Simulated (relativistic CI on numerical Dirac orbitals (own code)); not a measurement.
# From line strength to rate: Au I 3122.78 Å (air)

Problem. For 5d9.6s2 2D_5/2 – 5d10.6p 2P°_3/2 of Au I a semi-empirical relativistic CI calculation gives the line strength S = 1.727 e²a₀² in the length gauge. The measured levels are 9161.18 and 41174.61 cm⁻¹ (NIST Handbook). Find gf, f, A and the partial lifetime.

Working.
1. σ = 41174.61 − 9161.18 = 32013.43 cm⁻¹, so the vacuum wavelength is 10⁸/σ = 3123.69 Å.
2. gf = 303.756 S/λ(Å) = 0.168, log gf = -0.775; with g = 6 for the lower level, f = 0.028.
3. A = 2.02613 × 10¹⁸ S/(g_u λ³) with g_u = 4: A = 2.87 × 10^7 s⁻¹.
4. The partial lifetime for this S is 1/A = 34.8 ns; in the calculation this line carries 8 % of the decay of the upper level.

Check. The Handbook lists A = 1.90 × 10^7 s⁻¹, a tabulated value with its own uncertainty (a few per cent for the best lines, 25 % or more for others); ours lies 51 % above it. The velocity form of the same calculation gives S = 2.45, and the gap between the two forms is a rough gauge of the error in S. A miss this large is common for lines of near-neutral atoms, where core polarisation and correlation outside the CI space change S. With the computed energy (29893 cm⁻¹) in place of the measured one the rate would change by the factor (σ_calc/σ)³ = 0.81.
